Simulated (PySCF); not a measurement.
## Ta²⁺: ionisation energy

Ta²⁺ [Xe] 4f14 5d3 (4F) → Ta³⁺ [Xe] 4f14 5d2 (3F), as a difference of total energies. All numbers are calculated (PySCF 2.14, a scalar-relativistic core potential, in aug-cc-pVTZ-PP with ECP60MDF (6s6p5d3f2g, 88 functions)). Correlated levels: valence: 5s2 5p6 frozen. The calculations carry no spin-orbit coupling.

| method | ionisation energy (eV) |
| --- | --- |
| UHF | 23.129 |
| MP2 (valence) | 23.416 |
| SCS-MP2 (valence) | 23.225 |
| CCSD (valence) | 23.478 |
| CCSD(T) (valence) | 23.480 |

How much does correlation contribute at CCSD(T) (valence)?

23.480 − (23.129) = 0.351 eV, measured against UHF.

The reference lies between the lowest fine-structure levels, while these numbers refer to the centres of the terms.

Errors of the correlated levels include the incompleteness of this basis and the frozen core.

For comparison: 23.1 ± 1.6 eV (theoretical estimate listed by NIST; NIST Atomic Spectra Database, ionization energies).
